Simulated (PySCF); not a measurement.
**GeCl and its ions**

TPSSh; Ge def2-TZVPPD, Cl def2-TZVPPD; no relativity (PySCF 2.14). Neutral (UKS): doublet (π ↑), Re = 2.183 Å, ωe = 398 cm⁻¹, De = 4.17 eV, HOMO -4.69 eV, LUMO -3.59 eV.

GeCl⁺ (UKS): singlet (closed shell), Re = 2.068 Å, ωe = 500 cm⁻¹, De = 4.74 eV to Ge⁺ + Cl. The energies at the minima are -2537.19564 hartree for GeCl and -2536.92557 for GeCl⁺.

Question: Work out the adiabatic ionisation energy, without and with harmonic zero-point energies (1 hartree = 27.2114 eV, 1 eV = 8065.5 cm⁻¹), and the change of the bond length.

Answer: At TPSSh: 0.27007 hartree = 7.349 eV between the minima; the zero-point term (500.0 − 398.0)/2 cm⁻¹ = +0.006 eV makes it 7.355 eV. Re changes by -11.5 pm against the neutral. The electron leaves a π orbital, and the shorter bond of the ion fits an antibonding orbital, or a change in how ionic the bond is.

For an ion De counts to the pair picked by the measured ionisation energies or electron affinities, which need not be the lowest pair at this level. States were picked by a PBE0 search and need not be the measured ground states.
